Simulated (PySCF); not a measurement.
Mapped SMILES: `[F:1][SiH2:2][SiH2:3][PH2:4]`. Hydrogens are named by the atom that carries them.

Geometry: PBE0-D3(BJ)/def2-SVP; GIAO shifts from PySCF, gas phase, non-relativistic, averaged over equivalent atoms.

At PBE0/pcSseg-1 (119 basis functions, 6.9 s wall time on 1 thread of an Arm Neoverse V2, shared host):
| atoms | δ (ppm) |
| --- | --- |
| F1 | -247.5 |
| Si2 | 11.2 |
| Si3 | -83.3 |
| P4 | -306.5 |
| H(Si2) | 5.55 |
| H(Si3) | 4.18 |
| H(P4) | 1.65 |

References, each an isolated molecule treated in the same way: 19F (177.25 ppm) vs CFCl3; 29Si (351.99 ppm), 1H (31.27 ppm) vs TMS; H3PO4 for 31P (310.13 ppm).

Q: Predict the values at mPW1PW91/pcSseg-2 on the same geometry.

A: 
```tsv
atoms	δ at mPW1PW91/pcSseg-2	change
F1	-233.3	+14.2
Si2	3.7	-7.5
Si3	-86.5	-3.2
P4	-307.8	-1.3
H(Si2)	5.58	+0.03
H(Si3)	4.18	+0.00
H(P4)	1.76	+0.11
```

Scale: CFCl3 for 19F (σref 177.19); 29Si (σref 340.01) and 1H (σref 31.29) against TMS; H3PO4 for 31P (σref 294.97) (reference shieldings calculated alike).

The largest change is at F1 (fluorine bonded to Si). Cost: 249 basis functions, 19 s wall time on 1 thread of an Arm Neoverse V2, shared host.

Unscaled 19F shifts against computed CFCl3 carry errors that often reach 10 to 50 ppm. Experimental scales use liquid or dissolved standards, which lie at an offset from isolated H3PO4.
